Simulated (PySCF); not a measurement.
SMILES COc1ccc(S)cc1, GFN2-xTB optimised geometry.

```
17

C     -2.54    -2.09     0.00
O     -1.13    -2.02     0.00
C     -0.54    -0.80     0.00
C      0.86    -0.80     0.00
C      1.56     0.39     0.00
C      0.88     1.60     0.00
S      1.74     3.15    -0.01
C     -0.51     1.61     0.00
C     -1.22     0.42     0.00
H     -2.78    -3.15     0.00
H     -2.96    -1.62    -0.89
H     -2.96    -1.62     0.89
H      1.37    -1.74     0.00
H      2.64     0.37     0.00
H      2.96     2.63    -0.01
H     -1.03     2.55     0.00
H     -2.29     0.46     0.00
```

Density from CAM-B3LYP/def2-SVP (PySCF 2.14.0) at that geometry.

Minimum of the electron density along straight lines between bonded atoms, close to the bond critical point (lines longer than 1.1 times the sum of covalent radii, or with two minima, are not listed):

```csv
bond,length / Å,ρ at the minimum / e bohr⁻³,∇²ρ there / e bohr⁻⁵,position (fraction from the first atom)
C1–O2,1.407,0.257,-0.37,0.34
O2–C3,1.362,0.286,-0.34,0.67
C3–C4,1.396,0.312,-0.82,0.51
C4–C5,1.378,0.316,-0.82,0.50
C5–C6,1.390,0.310,-0.79,0.49
C6–S7,1.771,0.198,-0.41,0.47
C6–C8,1.386,0.313,-0.80,0.51
C3–C9,1.391,0.312,-0.80,0.51
C8–C9,1.383,0.313,-0.80,0.50
C1–H10,1.089,0.285,-1.12,0.64
C1–H11,1.095,0.280,-1.07,0.64
C1–H12,1.095,0.280,-1.07,0.64
C4–H13,1.078,0.284,-1.10,0.64
C5–H14,1.080,0.283,-1.08,0.63
S7–H15,1.331,0.217,-0.23,0.49
C8–H16,1.079,0.284,-1.10,0.64
C9–H17,1.078,0.283,-1.08,0.63
```
